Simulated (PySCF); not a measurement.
Shapes and spin states of Be3N

Computed with PBE0/[N def2-TZVP, Be def2-TZVP], no relativity, density fitting, PySCF.

Relaxations began from a few typed shapes and spin states; open shells are unrestricted. The search is not exhaustive: other isomers or separated fragments can lie lower, and high-lying points may rest on an excited occupation.

```csv
spin,group,bonds,angles,imaginary modes (cm⁻¹),ΔE (kJ/mol),ΔE with ZPE (kJ/mol)
broken-symmetry Ms = 1/2 (⟨S²⟩ 1.63),C2v,"Be–Be 2.514 Å (×2), N–Be 1.505 Å (×3)","Be–Be–Be 66.7°, Be–Be–N 33.4° (×4), Be–N–Be 113.3° (×2), Be–N–Be 133.4°",none,0.0,0.0
quartet,D3h,N–Be 1.508 Å (×3),Be–N–Be 120.0° (×3),none,14.4,15.6
```

The lowest minimum found is the broken-symmetry Ms = 1/2 (⟨S²⟩ 1.63) C2v: Be–Be 2.514 Å (×2), N–Be 1.505 Å (×3); Be–Be–Be 66.7°, Be–Be–N 33.4° (×4), Be–N–Be 113.3° (×2), Be–N–Be 133.4°.

For the lowest minimum: the determinant is spin-contaminated (⟨S²⟩ = 1.63, pure value 0.75).
